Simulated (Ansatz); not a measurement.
# A geometry optimisation of Al2AsH2Sn with BLYP-D3(BJ)/def2-SVP

The starting geometry of this gas-phase doublet was optimised with GFN2-xTB.

| atom | x (Å) | y (Å) | z (Å) |
| --- | --- | --- | --- |
| Al | 0.0833 | -1.3957 | -0.2789 |
| Al | -0.5148 | 1.4333 | 0.8559 |
| As | -0.4549 | 0.6456 | -1.3899 |
| Sn | 1.6576 | 0.0462 | 1.2058 |
| H | -0.2052 | -2.9198 | -0.6027 |
| H | -1.3727 | 2.5055 | 1.6426 |

Where would you expect an optimisation with BLYP-D3(BJ)/def2-SVP to take it?

It keeps its bonds.

The energy falls by 0.17 eV over 8 steps:

```json
{"step": "1", "E − E(last) (eV)": "0.174"}
{"step": "2", "E − E(last) (eV)": "0.043"}
{"step": "3", "E − E(last) (eV)": "0.033"}
{"step": "4", "E − E(last) (eV)": "0.018"}
{"step": "5", "E − E(last) (eV)": "0.001"}
{"step": "6", "E − E(last) (eV)": "0.000"}
{"step": "7", "E − E(last) (eV)": "0.000"}
{"step": "8", "E − E(last) (eV)": "0.000"}
```

Final geometry (Å):

```xyz
6

Al    0.1507   -1.5859   -0.3326
Al   -0.5341    1.5989    0.9744
As   -0.6097    0.5274   -1.1674
Sn    1.6354    0.0262    1.2301
H    -0.0904   -3.0749   -0.8461
H    -1.3585    2.8233    1.5744
```

Frequencies at the end are all real (lowest 80 cm⁻¹). Open shells are spin-unrestricted. Atoms past krypton carry core potentials, without spin–orbit terms. Run with Ansatz 0.2.0, 36 s on 2 threads of Intel(R) Xeon(R) Platinum 8259CL CPU @ 2.50GHz (Skylake/Cascade Lake), with other jobs on the host.
